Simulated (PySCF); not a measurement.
H₄F₂GeOSi, SMILES [Si]([GeH3])(O)(F)F (PBE0/def2-SVP optimised geometry):

```
9

O     -1.170    -1.503     1.362
Si    -0.609    -0.784     0.000
F     -1.009     0.784     0.000
F      1.009    -0.784     0.000
Ge    -1.467    -1.887    -1.897
H     -0.908    -1.153     2.220
H     -1.045    -3.364    -1.873
H     -0.913    -1.221    -3.167
H     -3.000    -1.791    -1.902
```

Method: PySCF 2.14.0 with PBE0/def2-TZVP.

Question: What are the frontier orbital energies and the dipole moment?

Answer: HOMO-2 -9.98 eV, HOMO-1 -9.95 eV, HOMO -9.05 eV, LUMO 0.08 eV, LUMO+1 0.18 eV; dipole moment 1.07 D.

On the same geometry PBE/def2-TZVP in PySCF gives HOMO-2 -8.65 eV, HOMO-1 -8.34 eV, HOMO -7.78 eV, LUMO -0.78 eV, LUMO+1 -0.66 eV; dipole moment 1.03 D.

Meta-Löwdin charges at PBE0/def2-TZVP: O1 -0.74, Si2 1.41, F3 -0.50, F4 -0.50, Ge5 0.07, H6 0.36, H7 -0.03, H8 -0.03, H9 -0.03.
